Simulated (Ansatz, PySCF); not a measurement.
Breaking a bond: trigermane, H8Ge3, SMILES [GeH3][GeH2][GeH3]. The Ge1–Ge8 bond (Ge1 also carries Ge, H, H; Ge8 carries H, H, H) is stretched with both fragments frozen at the PBE0/def2-SVP optimised geometry.

Methods: UKS-PBE0 = unrestricted PBE0/cc-pVDZ (Ansatz, a first-principles code); RKS-PBE0 = restricted PBE0/cc-pVDZ (Ansatz); UKS-BLYP = unrestricted BLYP/cc-pVDZ run with Ansatz; RKS-BLYP = restricted BLYP/cc-pVDZ in Ansatz; UKS-PBE = unrestricted PBE/cc-pVDZ run with Ansatz; RKS-PBE = restricted PBE/cc-pVDZ (Ansatz); UKS-B3LYP/6-31G* = unrestricted B3LYP/6-31G*, spherical d (PySCF 2.14.0); RKS-B3LYP/6-31G* = restricted B3LYP/6-31G*, spherical d in PySCF; UKS-B3LYP/3-21G = unrestricted B3LYP/3-21G (PySCF); RKS-B3LYP/3-21G = restricted B3LYP/3-21G (PySCF); UKS-LDA (SVWN5)/6-31G* = unrestricted LDA (SVWN5)/6-31G*, spherical d run with PySCF 2.14.0; RKS-LDA (SVWN5)/6-31G* = restricted LDA (SVWN5)/6-31G*, spherical d run with PySCF 2.14.0.

Scanned distances (Å): 1.99, 2.16, 2.29, 2.37, 2.43, 2.50, 2.60, 2.72, 2.92, 3.19, 3.56, 3.94, 4.49, 5.08, 6.01, 7.12.

**Question.** Where does the unrestricted solution first break spin symmetry (<S²> of 0.01 or more)?

**Answer.** UKS-PBE0: between 3.56 and 3.94 Å; UKS-BLYP: between 3.94 and 4.49 Å; UKS-PBE: between 3.94 and 4.49 Å; UKS-B3LYP/6-31G*: between 3.56 and 3.94 Å; UKS-B3LYP/3-21G: between 3.56 and 3.94 Å; UKS-LDA (SVWN5)/6-31G*: between 3.94 and 4.49 Å.

```
R / Å  <S²> UKS-PBE0  E(RKS-PBE0) − E(UKS-PBE0) / mEh  <S²> UKS-BLYP  E(RKS-BLYP) − E(UKS-BLYP) / mEh  <S²> UKS-PBE  E(RKS-PBE) − E(UKS-PBE) / mEh  <S²> UKS-B3LYP/6-31G*  E(RKS-B3LYP/6-31G*) − E(UKS-B3LYP/6-31G*) / mEh  <S²> UKS-B3LYP/3-21G  E(RKS-B3LYP/3-21G) − E(UKS-B3LYP/3-21G) / mEh  <S²> UKS-LDA (SVWN5)/6-31G*  E(RKS-LDA (SVWN5)/6-31G*) − E(UKS-LDA (SVWN5)/6-31G*) / mEh
-----  -------------  -------------------------------  -------------  -------------------------------  ------------  -----------------------------  ---------------------  -----------------------------------------------  --------------------  ---------------------------------------------  ---------------------------  -----------------------------------------------------------
1.99            0.00                              0.0           0.00                              0.0          0.00                            0.0                   0.00                                              0.0                  0.00                                            0.0                         0.00                                                          0.0
2.16            0.00                              0.0           0.00                              0.0          0.00                            0.0                   0.00                                              0.0                  0.00                                            0.0                         0.00                                                          0.0
2.29            0.00                              0.0           0.00                              0.0          0.00                            0.0                   0.00                                              0.0                  0.00                                            0.0                         0.00                                                          0.0
2.37            0.00                              0.0           0.00                              0.0          0.00                            0.0                   0.00                                              0.0                  0.00                                            0.0                         0.00                                                          0.0
2.43            0.00                              0.0           0.00                              0.0          0.00                            0.0                   0.00                                              0.0                  0.00                                            0.0                         0.00                                                          0.0
2.50            0.00                              0.0           0.00                              0.0          0.00                            0.0                   0.00                                              0.0                  0.00                                            0.0                         0.00                                                          0.0
2.60            0.00                              0.0           0.00                              0.0          0.00                            0.0                   0.00                                              0.0                  0.00                                            0.0                         0.00                                                          0.0
2.72            0.00                              0.0           0.00                              0.0          0.00                            0.0                   0.00                                              0.0                  0.00                                            0.0                         0.00                                                          0.0
2.92            0.00                              0.0           0.00                              0.0          0.00                            0.0                   0.00                                              0.0                  0.00                                            0.0                         0.00                                                          0.0
3.19            0.00                              0.0           0.00                              0.0          0.00                            0.0                   0.00                                              0.0                  0.00                                            0.0                         0.00                                                          0.0
3.56            0.00                              0.0           0.00                              0.0          0.00                            0.0                   0.00                                              0.0                  0.00                                            0.0                         0.00                                                          0.0
3.94            0.50                              3.5           0.00                              0.0          0.00                            0.0                   0.33                                              1.2                  0.18                                            0.3                         0.00                                                          0.0
4.49            0.87                             17.8           0.53                              2.1          0.67                            4.3                   0.82                                             11.8                  0.76                                            9.4                         0.39                                                          0.9
5.08            0.97                             31.8           0.88                              8.7          0.92                           12.5                   0.96                                             23.4                  0.94                                           21.2                         0.84                                                          6.8
6.01            1.00                             45.2           0.99                             16.3          0.99                           20.9                   1.00                                             34.7                  1.00                                           33.5                         0.98                                                         14.3
7.12            1.00                             51.9           1.00                             19.8          1.00                           24.7                   1.00                                             40.6                  1.00                                           40.0                         1.00                                                         17.9
```
